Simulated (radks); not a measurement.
The numbers below are computed, except where a source is named.
All-electron atom: the lanthanum ion La2+ in [Xe] 7d1 (not the ground configuration).

Level of theory: Dirac Kohn-Sham, BLYP, spin-unpolarised, spherical densities, point nucleus; open shells fill j = l - 1/2 first (a radial shooting solver on a logarithmic mesh with Libxc functionals).

Energy parts (Ry):
total: -16994.2900
kinetic: 18189.0603
electron-nucleus: -41266.6886
Hartree: 6491.5026
exchange-correlation: -408.1643

Orbitals (lengths in bohr, moments of r in powers of bohr; <r^-3> diverges for s and p1/2):
\begin{tabular}{lrrrrrr}
orbital & occ. & eigenvalue (Ry) & <r^4> & <1/r> & <r^-3> & <r^2> \\ \hline
1s1/2 & 2 & -2847.694 & 1.917e-06 & 62.03 & - & 0.0008536 \\
2s1/2 & 2 & -454.3717 & 0.0003176 & 14.59 & - & 0.01356 \\
2p1/2 & 2 & -428.6182 & 0.0002004 & 14.57 & - & 0.009958 \\
2p3/2 & 4 & -398.2405 & 0.0002479 & 13.25 & 6684 & 0.01122 \\
3s1/2 & 2 & -98.31198 & 0.01309 & 5.253 & - & 0.09287 \\
3p1/2 & 2 & -87.45584 & 0.01224 & 5.166 & - & 0.08771 \\
3p3/2 & 4 & -81.53657 & 0.01438 & 4.837 & 1336 & 0.09534 \\
3d3/2 & 4 & -62.51718 & 0.01114 & 4.700 & 218.1 & 0.07846 \\
3d5/2 & 6 & -61.25060 & 0.01171 & 4.616 & 199.0 & 0.08064 \\
4s1/2 & 2 & -20.99702 & 0.3394 & 2.173 & - & 0.4828 \\
4p1/2 & 2 & -17.00344 & 0.4009 & 2.069 & - & 0.5175 \\
4p3/2 & 4 & -15.74129 & 0.4687 & 1.961 & 285.8 & 0.5596 \\
4d3/2 & 4 & -9.19516 & 0.7379 & 1.742 & 38.47 & 0.6732 \\
4d5/2 & 6 & -8.97605 & 0.7757 & 1.716 & 34.80 & 0.6902 \\
5s1/2 & 2 & -4.26594 & 10.29 & 0.8632 & - & 2.661 \\
5p1/2 & 2 & -3.16022 & 16.34 & 0.7685 & - & 3.309 \\
5p3/2 & 4 & -2.96533 & 19.23 & 0.7323 & 43.98 & 3.591 \\
7d3/2 & 1 & -0.35732 & 15970 & 0.1366 & 0.3641 & 109.7 \\
\end{tabular}

The highest occupied level is 7d3/2 at -4.862 eV. The density falls to 0.001 e/bohr^3 at r = 3.61 bohr. Summed over all electrons, <r^2> = 148.7 bohr^2, which gives a Langevin (diamagnetic) susceptibility term of -118 x 10^-6 cm^3/mol.

Empty levels of this run are not shown, since the potential may be unsettled where no density lies.
